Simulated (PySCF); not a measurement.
# Electron correlation in W²⁺ (tungsten, charge +2)

[Xe] 4f14 5d3 6s1, high-spin 5F determinant (an excited configuration). Calculation: PySCF 2.14, in x2c-TZVPPall (11s7p7d3f1g, 97 functions); the spin-free X2C one-electron Hamiltonian (Gaussian nucleus). Frozen: [Xe] 4f14; 4 electrons correlated.

| level | correlation energy (mhartree) |
| --- | --- |
| CCSD | -29.17 |
| (T) | -0.29 |
| CCSD(T) | -29.46 |

Diagnostics: T1 = 0.0023, D1 = 0.0048, largest double amplitude 0.019.

Spin-orbit coupling, absent here, splits the open shell strongly.

Cost of the coupled-cluster step: roughly 4 core-seconds, for 4 correlated electrons.

Iterations:

```
CC2 = 0
CCSD nocc = (np.int64(4), np.int64(0)), nmo = (63, 63)
frozen orbitals [[0, 1, 2, 3, 4, 5, 6, 7, 8, 9, 10, 11, 12, 13, 14, 15, 16, 17, 18, 19, 20, 21, 22, 23, 24, 25, 26, 27, 28, 29, 30, 31, 32, 33], [0, 1, 2, 3, 4, 5, 6, 7, 8, 9, 10, 11, 12, 13, 14, 15, 16, 17, 18, 19, 20, 21, 22, 23, 24, 25, 26, 27, 28, 29, 30, 31, 32, 33]]
max_cycle = 100
direct = 0
conv_tol = 1e-08
conv_tol_normt = 1e-06
diis_space = 8
diis_start_cycle = 0
Init t2, MP2 energy = -0.0243094790282013
Init E_corr(UCCSD) = -0.0243094790311614
cycle = 1  E_corr(UCCSD) = -0.028198243648596  dE = -0.00388876462  norm(t1,t2) = 0.0184147
cycle = 2  E_corr(UCCSD) = -0.0289269474992984  dE = -0.000728703851  norm(t1,t2) = 0.0051508
cycle = 3  E_corr(UCCSD) = -0.0291775851513636  dE = -0.000250637652  norm(t1,t2) = 0.00188563
cycle = 4  E_corr(UCCSD) = -0.0291650858049194  dE = 1.24993464e-05  norm(t1,t2) = 0.000348586
cycle = 5  E_corr(UCCSD) = -0.0291667285438485  dE = -1.64273893e-06  norm(t1,t2) = 6.53897e-05
cycle = 6  E_corr(UCCSD) = -0.0291666462545917  dE = 8.22892568e-08  norm(t1,t2) = 1.0981e-05
cycle = 7  E_corr(UCCSD) = -0.0291666673727235  dE = -2.11181318e-08  norm(t1,t2) = 2.59589e-06
cycle = 8  E_corr(UCCSD) = -0.029166663632695  dE = 3.74002851e-09  norm(t1,t2) = 1.89791e-06
cycle = 9  E_corr(UCCSD) = -0.029166665409054  dE = -1.77635901e-09  norm(t1,t2) = 1.99737e-06
cycle = 10  E_corr(UCCSD) = -0.0291666584077424  dE = 7.00131166e-09  norm(t1,t2) = 1.94808e-06
cycle = 11  E_corr(UCCSD) = -0.0291666694010542  dE = -1.09933118e-08  norm(t1,t2) = 2.11901e-06
cycle = 12  E_corr(UCCSD) = -0.0291666604374567  dE = 8.96359746e-09  norm(t1,t2) = 6.94408e-07
UCCSD converged
E(UCCSD) = -16137.42489560084  E_corr = -0.02916666043745673
UCCSD(T) correction = -0.000289872730694931
```
